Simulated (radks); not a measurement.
Task: The mean radii <r> (bohr) of the occupied orbitals of an atom or ion are listed with their occupations. Method: Dirac Kohn-Sham, PBE, spin-unpolarised, spherical densities, point nucleus; computed with a radial shooting solver on a logarithmic mesh with Libxc functionals.

orbital  occ.      <r>
1s1/2       2  0.01966
2s1/2       2  0.08274
2p1/2       2  0.06872
2p3/2       4  0.07622
3s1/2       2   0.2162
3p1/2       2   0.2061
3p3/2       4   0.2201
3d3/2       4   0.1935
3d5/2       6   0.1978
4s1/2       2   0.4878
4p1/2       2   0.4956
4p3/2       4   0.5280
4d3/2       4   0.5535
4d5/2       6   0.5650
5s1/2       2    1.209
5p1/2       2    1.367
5p3/2       4    1.484
4f5/2       6   0.7742
6s1/2       1    3.545
4f7/2       8   0.7973

Name the element and its charge. Open shells, if any, are shared by 2j + 1.

Result: Z = 70, ytterbium, charge +1: Yb+ in [Xe] 4f14 6s1. The 1s radius gives Z: for a bare nucleus <r> = (2 gamma + 1)/(2Z) with gamma = sqrt(1 - (Z/c)^2), 0.01942 bohr for Z = 70, and screening makes it slightly larger (0.01966 here). The occupations add up to 69, and the charge is Z minus that.
